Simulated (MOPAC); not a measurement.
MOPAC input (MNDO):

```
MNDO PRECISE GNORM=0.05 LET XYZ CHARGE=-1 GEO-OK AUX(PRECISION=9) THREADS=1
C2H9N2Si

C    -1.43278000 1   -0.39193800 1   -1.07678700 1
Si    0.01051700 1   -0.07688600 1    0.16273100 1
C     1.54925200 1   -0.37463200 1   -0.94783900 1
N    -0.02352800 1   -0.81601700 1    1.63932100 1
N    -0.07580500 1    1.69058300 1    0.39281900 1
H    -1.40744400 1   -1.42511500 1   -1.43958200 1
H    -2.39548200 1   -0.24460800 1   -0.57673300 1
H    -1.39491500 1    0.26768700 1   -1.95365900 1
H     1.64936000 1   -1.43465500 1   -1.20784100 1
H     2.45537800 1   -0.07545000 1   -0.41289200 1
H     1.50384900 1    0.19909200 1   -1.88090900 1
H     0.38770200 1   -1.74189600 1    1.70361900 1
H    -0.91585700 1    2.12090300 1    0.02625300 1
H    -0.03332700 1    1.88790700 1    1.38628300 1
```

Output:

```
 *******************************************************************************
 **                                                                           **
 **                              MOPAC v23.2.5                                **
 **                                                                           **
 *******************************************************************************
 ** MOPAC's Digital Object Identifier: https://doi.org/10.5281/zenodo.6511958 **
 **                                                                           **
 ** Please cite the open-source release paper for use of this MOPAC version:  **
 ** J. E. Moussa and J. J. P. Stewart (2026)                                  **
 ** MOPAC: An open-source semiempirical molecular orbital program             **
 ** J. Open Source Softw., 11(119), 8025, https://doi.org/10.21105/joss.08025 **
 *******************************************************************************

                              MNDO CALCULATION RESULTS

 *******************************************************************************
 *  MNDO       - The MNDO Hamiltonian to be used
 *  GEO-OK     - OVERRIDE INTERATOMIC DISTANCE AND OTHER SAFETY CHECKS
 *
 *
 *
 *                 CHARGE ON SYSTEM = -1
 *
 *
 *
 *  LET        - OVERRIDE SOME SAFETY CHECKS
 *  PRECISE    - TIGHTER CRITERIA TO BE USED
 *  XYZ        - CARTESIAN COORDINATE SYSTEM TO BE USED
 *  GNORM      - EXIT WHEN GRADIENT NORM DROPS BELOW 0.050
 *  AUX        - OUTPUT AUXILIARY INFORMATION
 *******************************************************************************
MNDO PRECISE GNORM=0.05 LET XYZ CHARGE=-1 GEO-OK AUX(PRECISION=9) THREADS=1
 C2H9N2Si

   ATOM   CHEMICAL          X               Y               Z
  NUMBER   SYMBOL      (ANGSTROMS)     (ANGSTROMS)     (ANGSTROMS)

     1       C         -1.43278000  *  -0.39193800  *  -1.07678700  *
     2      Si          0.01051700  *  -0.07688600  *   0.16273100  *
     3       C          1.54925200  *  -0.37463200  *  -0.94783900  *
     4       N         -0.02352800  *  -0.81601700  *   1.63932100  *
     5       N         -0.07580500  *   1.69058300  *   0.39281900  *
     6       H         -1.40744400  *  -1.42511500  *  -1.43958200  *
     7       H         -2.39548200  *  -0.24460800  *  -0.57673300  *
     8       H         -1.39491500  *   0.26768700  *  -1.95365900  *
     9       H          1.64936000  *  -1.43465500  *  -1.20784100  *
    10       H          2.45537800  *  -0.07545000  *  -0.41289200  *
    11       H          1.50384900  *   0.19909200  *  -1.88090900  *
    12       H          0.38770200  *  -1.74189600  *   1.70361900  *
    13       H         -0.91585700  *   2.12090300  *   0.02625300  *
    14       H         -0.03332700  *   1.88790700  *   1.38628300  *

          CARTESIAN COORDINATES

    NO.       ATOM           X           Y           Z

     1         C         -1.4328     -0.3919     -1.0768
     2        Si          0.0105     -0.0769      0.1627
     3         C          1.5493     -0.3746     -0.9478
     4         N         -0.0235     -0.8160      1.6393
[...]

            Atom       Atom       Distance
            H    10    H     7     4.83455
            H     6    H    13     4.08862
            H    12    H    11     3.96075

          SCF CALCULATIONS        =         85

   ATOM   CHEMICAL          X               Y               Z
  NUMBER   SYMBOL      (ANGSTROMS)     (ANGSTROMS)     (ANGSTROMS)

     1       C         -1.40041751  *  -0.47356900  *  -1.05605119  *
     2      Si         -0.01073262  *  -0.05494535  *   0.08012984  *
     3       C          1.53864637  *  -0.32120369  *  -0.88216188  *
     4       N         -0.06150871  *  -0.77879147  *   1.57513713  *
     5       N         -0.11868571  *   1.70332054  *   0.36691835  *
     6       H         -1.38516809  *  -1.54353178  *  -1.34414808  *
     7       H         -2.38421179  *  -0.28372780  *  -0.58495573  *
     8       H         -1.37857760  *   0.10934520  *  -1.99821075  *
     9       H          1.66610013  *  -1.38469350  *  -1.16641846  *
    10       H          2.43553601  *  -0.03699565  *  -0.29851424  *
    11       H          1.56928133  *   0.26467209  *  -1.82223935  *
    12       H         -0.00856769  *  -1.76890537  *   1.53548678  *
    13       H         -0.95338786  *   1.95511002  *   0.85505190  *
    14       H          0.62676464  *   2.03787506  *   0.94203693  *

                             CARTESIAN COORDINATES

   1    C       -1.400417514    -0.473569003    -1.056051193
   2   Si       -0.010732616    -0.054945351     0.080129841
   3    C        1.538646366    -0.321203694    -0.882161879
   4    N       -0.061508707    -0.778791466     1.575137125
   5    N       -0.118685706     1.703320536     0.366918345
   6    H       -1.385168089    -1.543531780    -1.344148083
   7    H       -2.384211788    -0.283727797    -0.584955734
   8    H       -1.378577596     0.109345203    -1.998210755
   9    H        1.666100129    -1.384693503    -1.166418460
  10    H        2.435536009    -0.036995646    -0.298514236
  11    H        1.569281332     0.264672089    -1.822239355
  12    H       -0.008567691    -1.768905370     1.535486781
  13    H       -0.953387865     1.955110022     0.855051905
  14    H        0.626764645     2.037875055     0.942036927

           Empirical Formula: C2 H9 N2 Si  =    14 atoms

      MOLECULAR POINT GROUP   :   Cs

                  EIGENVALUES
 -29.92402 -25.73740 -24.43002 -22.23342 -11.78826 -10.67160  -9.60388  -9.54859
  -9.27815  -9.26190  -8.18793  -7.72561  -6.40939  -5.36791  -3.13609  -1.96503
   7.81852   7.85325   8.04206   8.64026   8.65518   8.76857   8.87317  10.22455
  10.33104  10.59216  10.77087  11.14245  13.50390

              NET ATOMIC CHARGES AND DIPOLE CONTRIBUTIONS

  ATOM NO.   TYPE          CHARGE      No. of ELECS.   s-Pop       p-Pop
    1          C          -0.282460        4.2825     1.27092     3.01154
    2         Si           1.201416        2.7986     0.93811     1.86047
    3          C          -0.282602        4.2826     1.27095     3.01165
    4          N          -0.978994        5.9790     1.76661     4.21238
    5          N          -0.566278        5.5663     1.63833     3.92795
    6          H          -0.042795        1.0428     1.04279
    7          H          -0.030653        1.0307     1.03065
    8          H          -0.043370        1.0434     1.04337
    9          H          -0.042788        1.0428     1.04279
   10          H          -0.030656        1.0307     1.03066
   11          H          -0.043356        1.0434     1.04336
   12          H           0.009421        0.9906     0.99058
   13          H           0.066639        0.9334     0.93336
   14          H           0.066476        0.9335     0.93352
 DIPOLE           X         Y         Z       TOTAL
 POINT-CHG.     0.099     1.623    -3.105     3.505
 HYBRID         0.083    -0.705    -0.727     1.016
 SUM            0.182     0.918    -3.832     3.944

          ATOMIC ORBITAL ELECTRON POPULATIONS

     Atom    s        px        py        pz
    1  C   1.27092   1.10000   0.90110   1.01043
    2 Si   0.93811   0.60158   0.60125   0.65765
    3  C   1.27095   1.14735   0.89015   0.97415
    4  N   1.76661   1.83367   1.05146   1.32725
    5  N   1.63833   1.01556   1.42851   1.48389
    6  H   1.04279
    7  H   1.03065
    8  H   1.04337
    9  H   1.04279
   10  H   1.03066
   11  H   1.04336
   12  H   0.99058
   13  H   0.93336
   14  H   0.93352

 **********************
 *                    *
 * JOB ENDED NORMALLY *
 *                    *
 **********************

 == MOPAC DONE ==
```

The dipole moment of an ion depends on the origin.

The geometry given is a B3LYP-D3(BJ)/def2-TZVP minimum.
